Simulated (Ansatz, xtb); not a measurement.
**Ranking isomers of C3H10OSi**

4 gas-phase structures of C3H10OSi, from a drawn sample of its isomers (lower ones may exist). Each was relaxed with GFN2-xTB; where two conformers were screened, the lower at r2SCAN-D4/def2-SVP is listed:

A. `CC[SiH2]CO`, a singlet
B. `C[Si](C)(C)O`, a singlet
C. `C[SiH2][C@@H](C)O`, a singlet
D. `CC[Si@@H](C)O`, a singlet

Problem. Estimate their order in r2SCAN-D4/def2-SVP energy at these geometries, lowest first.

Solution. Calculated order at r2SCAN-D4/def2-SVP: B (0.0), D (13.2), C (53.1), A (58.8) kcal/mol.

Energies above the lowest of each column, in kcal/mol; the last columns are at B3LYP-D3(BJ)/def2-SVP geometries and were run for some of them only (a dash: not run or not comparable):

```
structure  GFN2-xTB  HF/STO-3G  r2SCAN-D4/def2-SVP  B3LYP-D3(BJ)/def2-SVP  CCSD(T)/def2-SVP + ΔMP2/def2-TZVPP
        B       4.7        0.0                 0.0                    0.0                                 0.0
        D       0.0       14.0                13.2                   11.8                                13.5
        C      35.4       35.4                53.1                   51.7                                59.2
        A      39.2       36.5                58.8                      –                                   –
```

CCSD(T)/def2-SVP + ΔMP2/def2-TZVPP puts B lowest of those it was run on; GFN2-xTB picks D. Flexible structures stand in one conformer each, not always the lowest. Frequencies (GFN2-xTB) were run for B, C, D alone. The ΔMP2 step shifts differences by up to 7.8 kcal/mol, which makes them less sure. ΔMP2 is the change of the MP2 energy from the smaller to the larger basis.

Over these structures GFN2-xTB departs from r2SCAN-D4/def2-SVP by 8.1 kcal/mol on average once a common shift is removed. A GFN2-xTB relaxation took about 0.064 s and the r2SCAN-D4/def2-SVP energy about 2.8 s on a shared host (Ansatz 0.2.0, xtb 6.7.1).
